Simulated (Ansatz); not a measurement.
Geometry optimisation, RKS PBE0/def2-SVP in Ansatz.

Input file:

```yaml
crystal:
  periodic: [false, false, false]
  atoms:
    - { symbol: B, position_ang: [0.0, 0.0, 0.0] }
    - { symbol: O, position_ang: [0.0, 0.0, 1.76] }
    - { symbol: H, position_ang: [-0.9095, -0.2814, 2.0971] }
    - { symbol: Cl, position_ang: [1.6108, 0.0, -0.93] }
    - { symbol: Cl, position_ang: [-1.6108, 0.0, -0.93] }
    - { symbol: O, position_ang: [0.3647, 1.5813, 0.5392] }
    - { symbol: Al, position_ang: [1.6311, 1.9902, 1.7213] }
    - { symbol: H, position_ang: [2.5584, 0.8716, 2.2893] }
    - { symbol: H, position_ang: [1.8137, 3.4671, 2.1893] }
    - { symbol: H, position_ang: [0.2407, 1.0435, 1.5173] }
basis:
  gaussian: { orbitals: def2-SVP }
hamiltonian:
  xc: pbe0
relax:
  f_tol: 0.15
  max_steps: 25
  restrain:
    - { distance: [0, 5], at: 2.61, k: 30.0 }
    - { distance: [9, 1], at: 2.21, k: 30.0 }
    - { distance: [0, 1], at: 1.41, k: 30.0 }
    - { distance: [9, 5], at: 1.01, k: 30.0 }
output:
  orbitals: {}
```

Launched with:

```bash
$ ansatz run input.yaml --threads 4 --pin off --max-ram 5120MiB --backend cpu --events-out ev --progress --plain --runs-dir out
```

**Question.** Where does it end, and by what steps?

**Answer.** The run converged. The restraints hold the end off the free minimum; the threshold counts their pulls, which the force column leaves out. Restrained pairs: B1–O6 (1.71 → 2.60 Å), O2–H10 (1.10 → 2.22 Å), B1–O2 (1.76 → 1.37 Å), O6–H10 (1.12 → 0.98 Å). After 19 steps the energy has fallen by 4.360 eV (the restraints' own energy left out); H9 moved furthest, 1.58 Å.

```json
{"step": "0", "energy less start (eV)": "0.0000", "largest force component (eV/Å)": "6.837", "accepted": "yes"}
{"step": "1", "energy less start (eV)": "-0.8964", "largest force component (eV/Å)": "3.169", "accepted": "yes"}
{"step": "2", "energy less start (eV)": "-1.4241", "largest force component (eV/Å)": "3.011", "accepted": "yes"}
{"step": "3", "energy less start (eV)": "-2.0485", "largest force component (eV/Å)": "2.707", "accepted": "yes"}
{"step": "4", "energy less start (eV)": "-2.9980", "largest force component (eV/Å)": "1.292", "accepted": "yes"}
{"step": "5", "energy less start (eV)": "-3.5280", "largest force component (eV/Å)": "1.590", "accepted": "yes"}
{"step": "6", "energy less start (eV)": "-3.7570", "largest force component (eV/Å)": "1.818", "accepted": "yes"}
{"step": "7", "energy less start (eV)": "-3.8457", "largest force component (eV/Å)": "1.693", "accepted": "yes"}
{"step": "8", "energy less start (eV)": "-3.9062", "largest force component (eV/Å)": "1.296", "accepted": "yes"}
{"step": "9", "energy less start (eV)": "-4.0395", "largest force component (eV/Å)": "1.024", "accepted": "yes"}
{"step": "10", "energy less start (eV)": "-4.1143", "largest force component (eV/Å)": "0.982", "accepted": "yes"}
{"step": "11", "energy less start (eV)": "-4.1638", "largest force component (eV/Å)": "0.908", "accepted": "yes"}
{"step": "12", "energy less start (eV)": "-4.2156", "largest force component (eV/Å)": "0.911", "accepted": "yes"}
{"step": "13", "energy less start (eV)": "-4.2578", "largest force component (eV/Å)": "1.032", "accepted": "yes"}
{"step": "14", "energy less start (eV)": "-4.2926", "largest force component (eV/Å)": "0.948", "accepted": "yes"}
{"step": "15", "energy less start (eV)": "-4.3349", "largest force component (eV/Å)": "1.095", "accepted": "yes"}
{"step": "16", "energy less start (eV)": "-4.3168", "largest force component (eV/Å)": "1.153", "accepted": "no"}
{"step": "17", "energy less start (eV)": "-4.3508", "largest force component (eV/Å)": "1.288", "accepted": "yes"}
{"step": "18", "energy less start (eV)": "-4.3579", "largest force component (eV/Å)": "1.119", "accepted": "yes"}
{"step": "19", "energy less start (eV)": "-4.3600", "largest force component (eV/Å)": "1.088", "accepted": "yes"}
```

```xyz
10
Properties=species:S:1:pos:R:3
B -0.046 -0.047 0.087
O -0.412 -0.812 1.165
H -1.370 -0.935 1.206
Cl 1.715 0.106 -0.229
Cl -1.183 0.567 -1.083
O 0.152 1.831 1.880
Al 1.846 2.139 1.619
H 2.911 1.453 2.576
H 2.163 3.355 0.656
H -0.078 1.016 2.375
```

Time of the run: 21 s on 4 threads of AMD EPYC 9R45 96-Core Processor (Zen 5) (shared host), peak memory 0.3 GiB.
